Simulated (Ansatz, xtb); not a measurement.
# Two isomers of C6H10O2

We compare X, `CO[C@@H]1C[C@H](C)C1=O`, a singlet, with Y, `CO[C@@H]1C[C@@H](C)C1=O`, a singlet. Both are isolated molecules in the gas phase, relaxed with r2SCAN-D4/def2-SVP; the shapes shown needn't be the lowest conformers.

X (Å):

```yaml
atoms:
  - { symbol: C, position_ang: [3.7111, 1.1387, -1.9252] }
  - { symbol: C, position_ang: [1.5437, 0.4499, -1.4027] }
  - { symbol: C, position_ang: [0.0524, 0.7859, -1.1670] }
  - { symbol: C, position_ang: [0.0342, -0.1110, 0.1070] }
  - { symbol: C, position_ang: [-0.6774, 0.3310, 1.3694] }
  - { symbol: C, position_ang: [1.5629, 0.0084, 0.0765] }
  - { symbol: O, position_ang: [2.3546, 1.5092, -1.7870] }
  - { symbol: O, position_ang: [2.3999, 0.0464, 0.9395] }
  - { symbol: H, position_ang: [3.8370, 0.3584, -2.7032] }
  - { symbol: H, position_ang: [4.1273, 0.7630, -0.9745] }
  - { symbol: H, position_ang: [4.2644, 2.0368, -2.2325] }
  - { symbol: H, position_ang: [1.6579, -0.4322, -2.0750] }
  - { symbol: H, position_ang: [-0.6492, 0.5406, -1.9762] }
  - { symbol: H, position_ang: [-0.0357, 1.8515, -0.9032] }
  - { symbol: H, position_ang: [-0.2503, -1.1445, -0.1682] }
  - { symbol: H, position_ang: [-0.3777, 1.3540, 1.6470] }
  - { symbol: H, position_ang: [-1.7715, 0.3137, 1.2450] }
  - { symbol: H, position_ang: [-0.4170, -0.3311, 2.2095] }
```

Y (Å):

```csv
atom,x (Å),y (Å),z (Å)
C,3.6457,0.0087,-1.9987
C,1.4881,0.3951,-1.1926
C,0.2054,1.2591,-1.1692
C,0.1788,1.2191,0.3884
C,-0.7957,0.2242,1.0125
C,1.6311,0.7189,0.3118
O,2.4908,0.8209,-2.0566
O,2.5641,0.7496,1.0694
H,4.3722,0.4242,-2.7105
H,4.0884,0.0037,-0.9876
H,3.4161,-1.0362,-2.2911
H,1.2537,-0.6863,-1.3334
H,-0.6714,0.8490,-1.6911
H,0.4335,2.2627,-1.5567
H,0.0943,2.2004,0.8872
H,-1.8345,0.5709,0.8936
H,-0.5956,0.1032,2.0883
H,-0.7175,-0.7687,0.5399
```

**Question.** Which of the two would you expect CCSD(T)/def2-SVP + ΔMP2/def2-TZVPP electronic energies to favour?

**Answer.** CCSD(T)/def2-SVP + ΔMP2/def2-TZVPP gives E(Y) − E(X) = +1.20 kcal/mol, slightly favouring structure X, which is too small a margin to settle the true order.

The same difference at several levels:

```tsv
level	geometry	E(Y) − E(X) (kcal/mol)	departure from the last row (kcal/mol)	job, with rough time for the two
GFN2-xTB	GFN2-xTB	+0.17	−1.02	optimisation, 0.81 s
HF/STO-3G	GFN2-xTB	+0.24	−0.96	single point, 2.5 s
r2SCAN-D4/def2-SVP//GFN2-xTB	GFN2-xTB	+1.00	−0.20	single point, 15 s
r2SCAN-D4/def2-SVP	r2SCAN-D4/def2-SVP	+1.75	+0.55	optimisation, 3.8 min
HF/def2-SVP	r2SCAN-D4/def2-SVP	+1.54	+0.35	part of the CCSD(T) run
MP2/def2-SVP	r2SCAN-D4/def2-SVP	+1.71	+0.51	part of the CCSD(T) run
CCSD(T)/def2-SVP	r2SCAN-D4/def2-SVP	+1.54	+0.34	single point
CCSD(T)/def2-SVP + ΔMP2/def2-TZVPP	r2SCAN-D4/def2-SVP	+1.20		single point, 8.2 min
```

As drawn, both hold the same kinds of bond in the same numbers.

GFN2-xTB, HF/STO-3G find them nearly level. The largest departure from CCSD(T)/def2-SVP + ΔMP2/def2-TZVPP is that of GFN2-xTB, 1.02 kcal/mol. The last row adds to CCSD(T) the change of the MP2 difference between the two basis sets, here −0.34 kcal/mol.

With thermal terms from frequencies at re-optimised GFN2-xTB minima (ideal gas, soft modes damped towards free rotors, one conformer each, 298.15 K, 1 atm): the zero-point term adds 0.00 kcal/mol; ΔH is +1.22 and ΔG +1.19 kcal/mol.

The correlated steps freeze 8 core orbitals. Codes used: Ansatz 0.2.0, xtb 6.7.1; the last row on 2 threads of Intel(R) Xeon(R) Processor @ 2.50GHz (Skylake/Cascade Lake) on a shared host.
